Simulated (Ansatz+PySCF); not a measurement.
**singlet TiCl₄: levels of theory in one basis**

```xyz
5

Ti    0.0000    0.0000    0.0000
Cl    1.2441    1.2441    1.2441
Cl    1.2441   -1.2441   -1.2441
Cl   -1.2441    1.2441   -1.2441
Cl   -1.2441   -1.2441    1.2441
```

Basis set: def2-SVP (spherical functions). Left uncorrelated: 25 orbitals. Charge 0, multiplicity 1.

Computed with Ansatz (development build ahead of 0.2.0); each method stands on the lowest determinant of its kind that the runs found. NEVPT2 correlates all electrons. Active spaces start from the frontier orbitals, and the lowest solution found is given.

```tsv
method	E − E(RHF) (eV)	<S²> of the determinant
RHF	0.00	0.00
RHF-MP2	-23.39	–
SC-NEVPT2(2,2)	-24.34	–
```

Question: What does CASSCF(2,2) give on the same scale?

Answer: -0.26 eV.

Question: Is a single determinant a sound starting point here?

Answer: By this sign, yes. Unrestricted orbitals gain 0.00 eV and <S²> is 0.00 against 0.00 for a pure state. The CASSCF(2,2) natural occupations are 1.99, 0.01.

Caution: other spin multiplicities were not run.
